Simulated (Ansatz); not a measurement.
Reactions of BrHOSi (`O[Si]Br`).

Gas-phase electronic energies from Ansatz, PBE0-D4/def2-TZVP geometries. CCSD(T)/CBS adds triple-zeta CCSD(T) − MP2 to the extrapolated MP2 energy (def2 sets, frozen cores). This one scheme is used for every species. Functionals use def2-TZVPP. B3LYP here is the variant with VWN-RPA as its local correlation; programs differ in this. Open shells (•) are unrestricted, without spin–orbit coupling. For Br outer-core shells are correlated without core-valence functions, which leaves a few kJ/mol of doubt a bond. Scalar relativity is left out up to krypton. Each species was taken in one conformer, which may not be the lowest.

```json
{"reaction": "`O[Si]Br` → `[OH]`• + `[Si]Br`•", "MP2/CBS(def2) (eV)": "5.88", "B3LYP-D4 (eV)": "5.31", "CCSD/CBS(def2) (eV)": "5.38", "CCSD(T)/def2-SVP (eV)": "4.98"}
{"reaction": "`O[Si]Br` + `[SiH3]N[SiH3]` → `[SiH3]N([SiH3])[Si]Br` + H₂O", "MP2/CBS(def2) (eV)": "0.21", "B3LYP-D4 (eV)": "0.35", "CCSD/CBS(def2) (eV)": "0.31", "CCSD(T)/def2-SVP (eV)": "0.27"}
{"reaction": "`O[Si]Br` + `O[SiH3]` → `O[Si]O[SiH3]` + HBr", "MP2/CBS(def2) (eV)": "-0.16", "B3LYP-D4 (eV)": "-0.19", "CCSD/CBS(def2) (eV)": "-0.21", "CCSD(T)/def2-SVP (eV)": "-0.28"}
{"reaction": "`O[Si]Br` + H–F → `F[Si]Br` + H₂O", "MP2/CBS(def2) (eV)": "-0.21", "B3LYP-D4 (eV)": "-0.26", "CCSD/CBS(def2) (eV)": "-0.25", "CCSD(T)/def2-SVP (eV)": "-0.23"}
```

Question: Give the CCSD(T)/CBS values in the same order. (Estimate.)

Answer: Computed: 5.50, 0.25, -0.19, -0.24 eV.

Largest T1 diagnostic: 0.014, for `[Si]Br`•.
